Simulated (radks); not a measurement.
Yb XXIX, 42 electrons, occupied as [Kr] 4d6. Method: non-relativistic Kohn-Sham, LB94 model potential, spin-polarised, spherical densities, point nucleus; open shells are filled with parallel spins first (spin-orbit coupling, left out, can overturn this in heavy ions); relativity is left out, which matters for an element this heavy; computed with a radial shooting solver on a logarithmic mesh with Libxc functionals. Some entries of the table are withheld. Estimate them.

orbital  occ.  eigenvalue (eV)  <r^2> (bohr^2)
1s down     1        -57940.67       0.0006253
1s up       1        -57940.49       0.0006253
2s up       1        -10262.58        0.009837
2s down     1        -10261.08        0.009834
2p up       3        -9859.881        0.007285
2p down     3        -9859.139        0.007282
3s down     1        -3077.863         0.06145
3s up       1        -3077.844         0.06141
3p up       3        -2894.383         0.05693
3p down     3        -2893.795         0.05698
3d up       5              (1)             (2)
3d down     5              (3)             (4)
4s up       1        -1290.930          0.2622
4s down     1        -1284.860          0.2620
4p up       3        -1213.305          0.2642
4p down     3        -1207.350          0.2639
4d up       5              (5)          0.2621
4d down     1              (6)          0.2615

Answer. 
(1) 3d up eigenvalue (eV): -2553.095
(2) 3d up <r^2> (bohr^2): 0.04453
(3) 3d down eigenvalue (eV): -2551.097
(4) 3d down <r^2> (bohr^2): 0.04461
(5) 4d up eigenvalue (eV): -1074.148
(6) 4d down eigenvalue (eV): -1068.763
